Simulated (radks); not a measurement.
Results of a calculation; reference values are marked as such.
Q: These are the eigenvalues of the occupied orbitals of an atom or ion with whole-number occupations (eV). Code: a radial shooting solver on a logarithmic mesh with Libxc functionals. Model: Dirac Kohn-Sham, BLYP, spin-unpolarised, spherical densities, finite nucleus; Fermi nuclear charge, rms radius of each element as measured or else 0.836 A^(1/3) + 0.57 fm.

| orbital | eigenvalue |
|---|---|
| 1s1/2 | -6473.328 |
| 2s1/2 | -1450.072 |

Which element is it, and in what charge state? The configuration may be excited. Open shells, if any, are shared by 2j + 1.

A: Z = 23, vanadium, charge +19: V19+ in [He] 2s2. The 1s level, -237.89 hartree, gives Z - s = 21.8 by -(Z - s)^2/2, which with screening and relativity narrows Z to a few neighbours, and the depths must fix Z and the occupations together.
